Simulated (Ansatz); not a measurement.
Reaction (ligand exchange at a Ge–C bond): `[CH3][GeH3]` + `NBS` → `NB[S][GeH3]` + CH₄

Isolated molecules relaxed with PBE0-D4/def2-TZVP in Ansatz; ΔE leaves out vibrations. CBS: MP2 limit from def2 TZ/QZ plus the TZ coupled-cluster correction, frozen cores. This one scheme is used for every species. Functionals use def2-TZVPP. B3LYP here is the variant with VWN-RPA as its local correlation; programs differ in this. HSE06 is defined as in plane-wave codes. For Ge outer-core shells are correlated without core-valence functions, which leaves a few kJ/mol of doubt a bond. Scalar relativity is left out up to krypton. One conformer a species, not always the lowest.

```
             level  ΔE (kJ/mol)  difference from CCSD(T)/CBS
       LDA (SPW92)        -59.9                          3.2
            PBE-D4        -65.9                         -2.8
           BLYP-D4        -66.4                         -3.3
         r2SCAN-D4        -66.9                         -3.8
            B97M-V        -68.3                         -5.2
           PBE0-D4        -66.2                         -3.1
          B3LYP-D4        -66.5                         -3.4
        r2SCANh-D4        -66.9                         -3.8
        r2SCAN0-D4        -66.9                         -3.8
          HSE06-D4        -66.4                         -3.3
          BHLYP-D4        -68.2                         -5.1
      CAM-B3LYP-D4        -62.1                          1.0
           ωB97X-V        -62.9                          0.2
           ωB97M-V        -63.4                         -0.3
          PBE-QIDH        -65.3                         -2.2
               PBE        -63.0                          0.1
            revPBE        -62.7                          0.4
              BLYP        -61.0                          2.1
            r2SCAN        -66.1                         -3.0
              PBE0        -63.5                         -0.4
             B3LYP        -61.8                          1.3
           r2SCANh        -66.0                         -2.9
           r2SCAN0        -65.9                         -2.8
             HSE06        -63.8                         -0.7
             BHLYP        -62.9                          0.2
           LC-ωPBE        -59.3                          3.8
RPA@PBE/def2-TZVPP        -58.6                          4.5
       HF/def2-SVP        -63.4                         -0.3
      MP2/def2-SVP        -65.5                         -2.4
     CCSD/def2-SVP        -61.4                          1.7
     HF/def2-TZVPP        -64.1                         -1.0
    MP2/def2-TZVPP        -66.1                         -3.0
SCS-MP2/def2-TZVPP        -64.2                         -1.1
   CCSD/def2-TZVPP        -60.2                          2.9
CCSD(T)/def2-TZVPP        -61.8                          1.3
     HF/def2-QZVPP        -63.7                         -0.6
    MP2/def2-QZVPP        -66.7                         -3.6
SCS-MP2/def2-QZVPP        -64.8                         -1.7
      HF/CBS(def2)        -63.6                         -0.5
     MP2/CBS(def2)        -67.4                         -4.3
       CCSD(T)/CBS        -63.1                            0
```

Largest T1 diagnostic among the species: 0.012.

The D4 term adds −4.7 kJ/mol with B3LYP and −2.7 kJ/mol with PBE0; it sums over pairs of atoms, weighted by their polarisabilities, and B3LYP, whose exchange is more repulsive, gets the larger term. Leaving LDA and LC-ωPBE aside and taking each functional with its dispersion term where it has one, the values spread over 6.3 kJ/mol, from B97M-V to CAM-B3LYP-D4. LDA lies +3.1 kJ/mol from PBE without D4.
